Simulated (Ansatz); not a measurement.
HLiO, charge +1, doublet, at a GFN2-xTB geometry (such geometries of metal compounds can be far from the true shape) (a state made from the parent by changing its charge; the spin is typed, not shown lowest); Ansatz (a first-principles code) with WB97X/cc-pVTZ.

The Ansatz input:
Ansatz 0.2 input:
```yaml
crystal:
  periodic: [false, false, false]
  atoms:
    - {symbol: Li, position_ang: [-0.00000000, -0.00000000, -1.42494255]}
    - {symbol: O, position_ang: [0.00000000, 0.00000000, 0.36662930]}
    - {symbol: H, position_ang: [0.00000000, 0.00000000, 1.34179325]}
basis:
  gaussian:
    orbitals: cc-pVTZ
hamiltonian:
  xc: {name: wB97X}
total_charge: 1
magnetization: {spin_polarized: true, initial_magnetization: 1}
```

Output, abridged:

```
Functional definition: wB97X
355 factors; their error is unknown
148 factors; integrals over basis functions are off by at most 2.9e-5 eV
mean field evaluation 1: about -2252.4588 eV, gradient 5.2e1 eV
mean field evaluation 2: about -2255.1013 eV, gradient 4.2e1 eV
mean field evaluation 4: about -2260.3038 eV, gradient 3.2e-1 eV
mean field evaluation 8: about -2260.3003 eV, gradient 1.4e-2 eV
mean field -2260.30026108 eV, -83.0645025080 hartree, gradient 2.3e-5 eV, S^2 0.752851; 0 other end points of the search recorded, 0 dependent functions left out
reference -2260.30022852 eV, -83.0645013116 hartree; 6, 5 occupied and 68, 69 virtual orbitals, 355 factors
Total energy: -2260.30022852 eV, -83.0645013116 hartree
```
